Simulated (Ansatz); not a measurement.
A CCSD(T) single point on `FCOBO[SiH3]`.

```yaml
crystal:
  periodic: [false, false, false]
  atoms:
    - {symbol: F, position_ang: [-2.675308, -0.344899, 1.006011]}
    - {symbol: C, position_ang: [-1.526335, 0.168115, 1.543444]}
    - {symbol: O, position_ang: [-0.549801, 0.223576, 0.568856]}
    - {symbol: B, position_ang: [0.335052, -0.808931, 0.404303]}
    - {symbol: O, position_ang: [1.214784, -0.749525, -0.612987]}
    - {symbol: Si, position_ang: [1.420396, 0.384274, -1.808278]}
    - {symbol: H, position_ang: [-1.229540, -0.481591, 2.373180]}
    - {symbol: H, position_ang: [-1.738677, 1.184693, 1.879882]}
    - {symbol: H, position_ang: [0.335856, -1.735637, 1.163066]}
    - {symbol: H, position_ang: [2.525221, -0.108970, -2.661784]}
    - {symbol: H, position_ang: [0.179185, 0.520487, -2.608223]}
    - {symbol: H, position_ang: [1.786066, 1.693407, -1.213371]}
basis:
  gaussian: {orbitals: def2-TZVPP}
correlation: {method: ccsd_t}
output: {orbitals: {seedname: orbitals}}
```

```sh
$ ansatz run in.yaml --threads 4 --pin off --events-out ev --progress --plain
```

Output of Ansatz, abridged:

```
Functional definition: HF
  name "HF"
  cite "Fock, Z. Phys. 61, 126 (1930) doi:10.1007/BF01340294"
  parent pbe
  exchange = exact_x
  correlation = 0
1707 factors; integrals over basis functions are off by at most 9.4e-4 eV
mean field evaluation 1: about -16442.5216 eV, gradient 4.8e1 eV
mean field evaluation 2: about -16442.8329 eV, gradient 4.8e1 eV
mean field evaluation 4: about -16447.3722 eV, gradient 4.2e0 eV
mean field evaluation 8: about -16447.4402 eV, gradient 3.1e-1 eV
mean field -16447.44049518 eV, -604.4322897224 hartree, gradient 2.2e-6 eV, S^2 0.000000; 0 other end points of the search recorded, 0 dependent functions left out
10 core orbitals not correlated: weight in the atoms' cores, before any rotation towards them, 1.000 or more for the frozen orbitals, at most 0.000 for the correlated occupied ones
reference -16447.44049518 eV, -604.4322897224 hartree; 18, 18 occupied and 253, 253 virtual orbitals, 1707 factors
second order -30.00793969 eV of doubles, -0.00000000 eV of singles
cycle   1  -30.20735486 eV  change   -2.0e-1 eV  update   1.2e-1
cycle   2  -30.93644396 eV  change   -7.3e-1 eV  update   3.4e-2
cycle   3  -31.10528418 eV  change   -1.7e-1 eV  update   1.8e-2
cycle   4  -31.08232051 eV  change    2.3e-2 eV  update   4.0e-3
cycle   5  -31.08100350 eV  change    1.3e-3 eV  update   1.9e-3
cycle   6  -31.08236143 eV  change   -1.4e-3 eV  update   5.4e-4
cycle   7  -31.08203341 eV  change    3.3e-4 eV  update   1.8e-4
cycle   8  -31.08191293 eV  change    1.2e-4 eV  update   5.3e-5
cycle   9  -31.08193073 eV  change   -1.8e-5 eV  update   2.0e-5
perturbative correction -1.07325666 eV, -0.0394414549 hartree
Total energy: -16479.59568257 eV, -605.6139710634 hartree
```

It took 77 s on 4 threads of a server CPU on a shared host, with 9.2 GiB of host memory at the peak.

MP2 recovers 93.3 % of the CCSD(T) correlation energy and the triples give 3.3 %; T1 = 0.0127.
